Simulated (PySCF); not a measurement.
## Removing an electron from `C[Si](C)(C)P(F)F`

Compound: C₃H₉F₂PSi.
Z-matrix (Å and degrees, PBE0-D3(BJ)/def2-SVP geometry), rows numbered from 1:
```
C 
Si  1  1.8784
C   2  1.8790  1  112.12
C   2  1.8741  1  112.03  3   127.07
P   2  2.3050  1  107.86  3  -118.49
F   5  1.6355  2   94.25  1   -69.89
F   5  1.6356  2   94.22  1  -168.67
H   1  1.1009  2  110.69  3   175.99
H   1  1.1011  2  111.80  3    55.21
H   1  1.1020  2  110.28  3   -64.64
H   3  1.1020  2  110.44  1    64.59
H   3  1.1010  2  110.59  1  -176.01
H   3  1.1012  2  111.75  1   -55.40
H   4  1.1013  2  111.62  1   -62.91
H   4  1.1003  2  110.09  1   176.44
H   4  1.1005  2  109.95  1    57.72
```

Level: CAM-B3LYP/def2-SVPD (PySCF). Frontier orbitals with their largest atomic shares (Löwdin; up to four atoms above 4 %):

```json
{"orbital": "HOMO−3", "ε (eV)": "-11.79", "main atoms": "P5 33 %, F7 16 %, F6 16 %, Si2 9 %"}
{"orbital": "HOMO−2", "ε (eV)": "-10.47", "main atoms": "C1 27 %, C3 26 %, Si2 21 %, H8 5 %"}
{"orbital": "HOMO−1", "ε (eV)": "-10.38", "main atoms": "C4 33 %, Si2 21 %, C3 12 %, C1 11 %"}
{"orbital": "HOMO", "ε (eV)": "-8.12", "main atoms": "?"}
{"orbital": "LUMO", "ε (eV)": "0.38", "main atoms": "P5 44 %, F7 13 %, F6 13 %, Si2 11 %"}
{"orbital": "LUMO+1", "ε (eV)": "0.73", "main atoms": "P5 39 %, Si2 14 %, F6 10 %, F7 10 %"}
{"orbital": "LUMO+2", "ε (eV)": "1.05", "main atoms": "Si2 16 %, C3 10 %, C1 10 %, C4 10 %"}
```

**Question.** What vertical ionisation energy does ΔSCF give, and how far is −ε(HOMO) from it?

**Answer.** ΔSCF: 8.94 eV (862 kJ/mol; threshold wavelength 139 nm); ⟨S²⟩ of the doublet left behind is 0.757, against 0.75 for a pure doublet. −ε(HOMO) is 8.12 eV, 0.82 eV below it. In exact Kohn–Sham theory the two would be equal; CAM-B3LYP (range-separated hybrid) falls short of its own ΔSCF value by 9 %.

**Question.** On which atoms does the HOMO lie?

**Answer.** P5 (three-coordinate phosphorus) 50 %, Si2 (four-coordinate silicon) 15 %, F7 (phosphorus-bound fluorine) 11 %, F6 (phosphorus-bound fluorine) 11 %. The HOMO−1 lies 2.26 eV lower.

**Question.** What total energies stand behind the ΔSCF value?

**Answer.** E(N) = -949.83067 Eh and E(N − 1) = -949.50229 Eh at the same geometry, 0.32838 Eh apart.

**Question.** What kinetic energy would electrons from this vertical process carry with He I light (21.218 eV)?

**Answer.** 21.22 − 8.94 = 12.28 eV.

Geometry: PBE0-D3(BJ)/def2-SVP; no solvent, vibrations or thermal averaging.

The run behind these numbers computed excited states and ΔSCF ions as well. The run took 2.0 min on one thread of an AMD EPYC 7R43 (shared host), and the process peaked at 1.1 GiB of memory.
